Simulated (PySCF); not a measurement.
**Basis-set dependence of population analyses: `CBO[C@@H](C)F`**

Compound: C₃H₈BFO.
Numbering: `[CH3:1][BH:2][O:3][C@@H:4]([CH3:5])[F:6]` (hydrogens: H7, H8, H9 on C1; H10 on B2; H11 on C4; H12, H13, H14 on C5)

PBE0 throughout (PySCF), one geometry, spherical d and f functions. Isolated species at its PBE0-D3(BJ)/def2-SVP geometry (one conformer only). Atoms taken as equivalent share a column and are averaged. The first 7 of 10 kinds of atom are listed.

Mulliken charges (e):

```json
{"basis": "STO-3G", "functions": "38", "C1": "-0.347", "B2": "+0.256", "O3": "-0.239", "C4": "+0.155", "C5": "-0.251", "F6": "-0.110", "H7/H8/H9": "+0.077"}
{"basis": "6-31G", "functions": "70", "C1": "-0.741", "B2": "+0.502", "O3": "-0.524", "C4": "+0.352", "C5": "-0.508", "F6": "-0.331", "H7/H8/H9": "+0.186"}
{"basis": "pcSseg-0", "functions": "70", "C1": "-1.071", "B2": "+0.613", "O3": "-0.648", "C4": "+0.392", "C5": "-0.662", "F6": "-0.374", "H7/H8/H9": "+0.248"}
{"basis": "6-31G*", "functions": "100", "C1": "-0.731", "B2": "+0.355", "O3": "-0.404", "C4": "+0.431", "C5": "-0.578", "F6": "-0.341", "H7/H8/H9": "+0.191"}
{"basis": "cc-pVDZ", "functions": "124", "C1": "-0.183", "B2": "+0.068", "O3": "-0.172", "C4": "+0.254", "C5": "-0.056", "F6": "-0.231", "H7/H8/H9": "+0.055"}
{"basis": "def2-SVP", "functions": "124", "C1": "-0.224", "B2": "+0.105", "O3": "-0.227", "C4": "+0.322", "C5": "-0.067", "F6": "-0.262", "H7/H8/H9": "+0.064"}
{"basis": "6-311+G(2d,p)", "functions": "210", "C1": "-0.656", "B2": "+0.592", "O3": "-0.497", "C4": "+0.295", "C5": "-0.584", "F6": "-0.271", "H7/H8/H9": "+0.166"}
{"basis": "aug-cc-pVDZ", "functions": "210", "C1": "+0.554", "B2": "-0.240", "O3": "-0.585", "C4": "+1.330", "C5": "+0.282", "F6": "-0.500", "H7/H8/H9": "-0.247"}
{"basis": "def2-TZVP", "functions": "234", "C1": "-0.463", "B2": "+0.142", "O3": "-0.249", "C4": "+0.233", "C5": "-0.339", "F6": "-0.216", "H7/H8/H9": "+0.141"}
{"basis": "IGLO-III", "functions": "290", "C1": "-0.569", "B2": "+0.474", "O3": "-0.375", "C4": "+0.252", "C5": "-0.347", "F6": "-0.252", "H7/H8/H9": "+0.132"}
{"basis": "cc-pVTZ", "functions": "292", "C1": "-0.375", "B2": "+0.087", "O3": "-0.190", "C4": "+0.312", "C5": "-0.274", "F6": "-0.216", "H7/H8/H9": "+0.110"}
{"basis": "pcSseg-2", "functions": "328", "C1": "-0.221", "B2": "+0.413", "O3": "-0.485", "C4": "+0.473", "C5": "-0.048", "F6": "-0.297", "H7/H8/H9": "+0.049"}
```

IAO charges (e):

| basis | functions | C1 | B2 | O3 | C4 | C5 | F6 | H7/H8/H9 |
| --- | --- | --- | --- | --- | --- | --- | --- | --- |
| STO-3G | 38 | -0.545 | +0.214 | -0.239 | +0.162 | -0.420 | -0.137 | +0.139 |
| 6-31G | 70 | -0.611 | +0.275 | -0.357 | +0.321 | -0.451 | -0.306 | +0.166 |
| pcSseg-0 | 70 | -0.601 | +0.265 | -0.350 | +0.326 | -0.450 | -0.296 | +0.163 |
| 6-31G* | 100 | -0.595 | +0.303 | -0.375 | +0.373 | -0.437 | -0.315 | +0.158 |
| cc-pVDZ | 124 | -0.593 | +0.288 | -0.366 | +0.373 | -0.436 | -0.317 | +0.158 |
| def2-SVP | 124 | -0.585 | +0.290 | -0.365 | +0.374 | -0.426 | -0.319 | +0.156 |
| 6-311+G(2d,p) | 210 | -0.611 | +0.299 | -0.376 | +0.373 | -0.445 | -0.331 | +0.164 |
| aug-cc-pVDZ | 210 | -0.608 | +0.294 | -0.372 | +0.374 | -0.444 | -0.331 | +0.163 |
| def2-TZVP | 234 | -0.612 | +0.301 | -0.378 | +0.379 | -0.447 | -0.331 | +0.164 |
| IGLO-III | 290 | -0.613 | +0.300 | -0.377 | +0.375 | -0.447 | -0.332 | +0.164 |
| cc-pVTZ | 292 | -0.613 | +0.300 | -0.377 | +0.378 | -0.448 | -0.329 | +0.164 |
| pcSseg-2 | 328 | -0.613 | +0.302 | -0.378 | +0.378 | -0.447 | -0.332 | +0.164 |

Hirshfeld charges (e):

```csv
basis,functions,C1,B2,O3,C4,C5,F6,H7/H8/H9
STO-3G,38,-0.117,+0.152,-0.127,+0.171,-0.049,-0.083,+0.016
6-31G,70,-0.179,+0.182,-0.171,+0.150,-0.108,-0.127,+0.043
pcSseg-0,70,-0.188,+0.182,-0.156,+0.152,-0.113,-0.117,+0.043
6-31G*,100,-0.178,+0.184,-0.162,+0.143,-0.109,-0.116,+0.042
cc-pVDZ,124,-0.194,+0.182,-0.146,+0.136,-0.123,-0.101,+0.044
def2-SVP,124,-0.198,+0.188,-0.151,+0.142,-0.127,-0.107,+0.046
"6-311+G(2d,p)",210,-0.197,+0.201,-0.172,+0.132,-0.127,-0.112,+0.045
aug-cc-pVDZ,210,-0.205,+0.199,-0.166,+0.131,-0.135,-0.107,+0.047
def2-TZVP,234,-0.201,+0.199,-0.166,+0.132,-0.130,-0.108,+0.046
IGLO-III,290,-0.205,+0.200,-0.167,+0.131,-0.135,-0.107,+0.047
cc-pVTZ,292,-0.202,+0.197,-0.161,+0.133,-0.132,-0.105,+0.046
pcSseg-2,328,-0.206,+0.202,-0.167,+0.130,-0.135,-0.107,+0.047
```

ESP-fitted charges (e):

```
        basis  functions      C1      B2      O3      C4      C5      F6  H7/H8/H9
       STO-3G         38  -0.681  +0.550  -0.402  +0.582  -0.620  -0.166    +0.150
        6-31G         70  -0.827  +0.770  -0.650  +0.782  -0.646  -0.322    +0.193
     pcSseg-0         70  -0.960  +0.832  -0.674  +0.889  -0.771  -0.341    +0.220
       6-31G*        100  -0.772  +0.672  -0.511  +0.624  -0.622  -0.252    +0.178
      cc-pVDZ        124  -0.685  +0.605  -0.495  +0.637  -0.576  -0.267    +0.160
     def2-SVP        124  -0.712  +0.639  -0.523  +0.665  -0.585  -0.279    +0.167
6-311+G(2d,p)        210  -0.842  +0.707  -0.537  +0.648  -0.677  -0.286    +0.197
  aug-cc-pVDZ        210  -0.817  +0.697  -0.527  +0.645  -0.663  -0.283    +0.190
    def2-TZVP        234  -0.826  +0.702  -0.528  +0.648  -0.669  -0.279    +0.192
     IGLO-III        290  -0.808  +0.696  -0.523  +0.624  -0.654  -0.278    +0.188
      cc-pVTZ        292  -0.799  +0.685  -0.517  +0.630  -0.646  -0.269    +0.186
     pcSseg-2        328  -0.836  +0.725  -0.546  +0.669  -0.677  -0.291    +0.194
```

Some averages cover members that differ in this geometry, most widely: H7/H8/H9, Mulliken in aug-cc-pVDZ -0.400 to -0.157; H7/H8/H9, Mulliken in 6-311+G(2d,p) +0.147 to +0.191; H7/H8/H9, Mulliken in IGLO-III +0.112 to +0.148; H7/H8/H9, ESP-fitted in 6-31G +0.176 to +0.212 e.

Which scheme is steadiest as the basis changes?

Largest range over the bases for any column: Hirshfeld 0.09 e, IAO 0.22 e, ESP-fitted 0.31 e, Mulliken 1.62 e. Hirshfeld charges move least and Mulliken charges most, counted in e. Without the minimal STO-3G basis the ranges are Hirshfeld 0.03, IAO 0.06, ESP-fitted 0.28, Mulliken 1.62 e.

How much do the charges still move between the two largest bases, cc-pVTZ and pcSseg-2?

At most, over all atoms: Mulliken 0.326 e, IAO 0.003 e, Hirshfeld 0.006 e, ESP-fitted 0.040 e.

What do the same runs give for the total energy, the frontier levels and the dipole moment?

```tsv
basis	energy (Eh)	HOMO (eV)	LUMO (eV)	μ (D)
STO-3G	-314.5737	-5.42	3.37	1.68
6-31G	-318.6523	-8.28	0.14	1.82
pcSseg-0	-318.0139	-8.45	-0.04	1.96
6-31G*	-318.7341	-8.23	0.29	1.56
cc-pVDZ	-318.7571	-8.30	0.06	1.61
def2-SVP	-318.5069	-8.38	0.00	1.68
6-311+G(2d,p)	-318.8418	-8.50	-0.29	1.65
aug-cc-pVDZ	-318.7801	-8.47	-0.31	1.63
def2-TZVP	-318.8702	-8.46	-0.17	1.61
IGLO-III	-318.8781	-8.48	-0.24	1.62
cc-pVTZ	-318.8593	-8.44	-0.12	1.60
pcSseg-2	-318.8710	-8.48	-0.23	1.64
```

The dipole is fixed by the density alone, so its range of 0.40 D shows that the density itself changes with the basis, not only its division among atoms.
